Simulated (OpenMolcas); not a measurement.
# W2+: CASPT2 settings compared

```yaml
Program: OpenMolcas
Basis: ANO-R2 [8s6p5d3f2g]
Scalar_Hamiltonian: X2C, finite nucleus
Active_space: 4 electrons in 5 orbitals (5d)
State_averaging: 2S+1 = 5 even, 5 roots; 2S+1 = 3 even, 35 roots kept (CI in the orbitals of an earlier block); 2S+1 = 1 even, 28 roots kept (CI in the orbitals of an earlier block)
Spin-orbit_coupling: RASSI with atomic mean-field integrals over the reference wave functions, term energies averaged over their components
```

Methods on the same reference wave functions:
A. CASSCF
B. SS-CASPT2, IPEA 0 Eh, sigma2 regulariser 0.3 Eh (closed shells correlated: 4f 5s 5p)
C. SS-CASPT2, IPEA 0.5 Eh, sigma2 regulariser 0.5 Eh (closed shells correlated: 5s 5p)
D. SS-CASPT2, IPEA 0.75 Eh, real shift 0.2 Eh (closed shells correlated: 5s 5p)

Energies in cm-1 above 5d4 5D0, the measured ground level; measured values from NIST levels as listed in McCann et al., Mon. Not. R. Astron. Soc. 538, 537 (2025).

```
         Level      A      B      C      D  Measured
5d4 5D0 [70 %]    0.0    0.0    0.0    0.0       0.0
       5d4 5D1   1581   2250   1982   1932      2256
       5d4 5D2   3511   4530   4110   4040      4461
       5d4 5D3   5396   6380   5990   5920      6278
       5d4 5D4   7186   7830   7580   7550      7687
5d4 3P0 [60 %]  14911  11740  12570  12770      9904
5d4 3H4 [62 %]  16366  14610  14950  15070     13701
       5d4 3H5  19092  17430  17820  17940          
       5d4 3P1  19632  15790  16910  17170     12881
5d4 3G3 [51 %]  19913  17260  18000  18210          
       5d4 3F2  20535  17060  18000  18220          
       5d4 3H6  20661  19070  19320  19410          
5d4 3P2 [74 %]  24754  20520  21770  22050
```

Deviations, from unrounded energies. A percentage is the sum of absolute deviations over the sum of measured energies, with the sign that they share, or ± where signs differ.

```
                        Against measurement  Levels      A      B      C      D
             mean absolute deviation (cm-1)       7   2500    850   1300   1400
      fine structure of the ground term (%)       4  -14.5   ±1.6   -4.9   -6.0
other terms of the ground configuration (%)       3  +39.5  +15.5  +21.8  +23.4
```

B lies closest to measurement on these levels and A furthest from it. The largest miss of B in the table is 5d4 3P1, by +2900 cm-1. The ranking rests on the paired levels alone, and a cruder setting can come out closer through cancelling errors.

Among B to D the level of the table that moves most is 5d4 3P2 [74 %], by 1500 cm-1 (lowest in B, highest in D). Moves below CASPT2's spread within the term are not significant.

From A to B the spin-free energies of the other terms of 5d4 shown, above 5D, scale by factors of 0.66 to 0.81.

The lowest spin-free term lies below A's lowest term by 0.841 hartree in B, 0.247 hartree in C, 0.240 hartree in D.

Term energies are means over components that CASPT2 splits; among the terms shown or strongly mixed into the levels shown the widest spread is 460 cm-1 (5d4 1G, D). Configurations with an s electron lie low in 5d ions of this charge, fall among these levels and mix in, so low-spin terms can stand far too high, up to twice their true height, and weights are not those of the real levels. Terms from blocks run as CI alone lack orbitals of their own. The CASPT2 spread within a term exceeds the gap to the next term for 5d4 3D and 5d4 1G, so the order of their levels is uncertain (figures for C; the like holds for D). Without dynamic correlation excited terms often stand tens of per cent too high (terms of higher spin than the ground term too low), and those without a measured partner can miss by more than the paired ones (holds for A). Some levels mix across a computed gap that differs much from the measured one, so their mixing is not that of the real levels (holds for A; C; D). Some terms miss by over 15 % even with CASPT2, which points to a basis or an active space too small for the shells correlated (holds for B; C; D). Computed and measured levels are paired by configuration, term and J; levels that our copy of the source lacks, or whose pairing is in doubt (as where it misses far off the trend of its configuration), stay unpaired and out of the deviations. Only configurations of the active space appear. The table leaves out levels that lie high or whose names do not pair safely across all columns.

A share in square brackets marks a mixed level and gives the weight of the term that names it, the lowest over the columns.
